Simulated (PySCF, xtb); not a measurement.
C₄H₅FSi, SMILES C(/F)(=C/[SiH3])C#C.

Harmonic wavenumbers (cm⁻¹) from GFN2-xTB (xtb) at its own minimum, in rising order: 23, 107, 111, 169, 283, 402, 489, 521, 551, 563, 667, 676, 769, 770, 783, 789, 801, 874, 1101, 1234, 1643, 2245, 2265, 2268, 2273, 3089, 3393.

What does PBE-D3(BJ)/def2-SVP in PySCF give at its own minimum? (The exact figures need the calculation; the answer reports its results.)

67, 112, 117, 189, 323, 422, 537, 603, 612, 631, 660, 680, 775, 779, 868, 890, 908, 914, 1087, 1253, 1623, 2153, 2165, 2168, 2181, 3134, 3404. Paired by order, the mean absolute difference is 46 cm⁻¹ and the zero-point energies are 41.3 and 41.8 kcal/mol.
